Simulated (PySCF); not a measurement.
BH3O2Se, SMILES OB(O)[SeH].

Geometry optimised at PBE-D3(BJ)/def2-SVP. Other conformers were not sampled.

Method: PySCF 2.14.0 with PBE-D3(BJ)/def2-SVP.

Frequencies are harmonic and unscaled.

```
mode  ν (cm⁻¹)  IR (km/mol)  Raman (Å⁴/amu)  depolarisation  moving atoms (share of kinetic energy)
----  --------  -----------  --------------  --------------  --------------------------------------
1          204         48.4             5.4            0.75                                  H 97 %
2          253          4.9             0.3            0.53                  O 63 %, H 16 %, B 13 %
3          321          6.0             2.7            0.30                  O 61 %, Se 29 %, H 9 %
4          435        143.4             2.4            0.75                           H 87 %, B 9 %
5          467          5.1             2.1            0.75                  H 63 %, B 25 %, O 12 %
6          561         50.6             7.6            0.13                  O 45 %, B 27 %, H 22 %
7          574         44.7             4.0            0.75                  B 50 %, H 32 %, O 18 %
8          677          4.2            13.4            0.65                                  H 92 %
9          961        136.5             4.4            0.34                          H 69 %, O 28 %
10         987        118.4             2.7            0.73                          H 70 %, O 29 %
11        1242        397.5             0.7            0.65                  B 58 %, O 22 %, H 19 %
12        1426        230.2             0.2            0.74                          B 72 %, O 24 %
13        2383          6.1           135.9            0.29                                  H 99 %
14        3710         56.7           200.7            0.30                                  H 94 %
15        3772         69.6            69.0            0.30                                  H 94 %
```
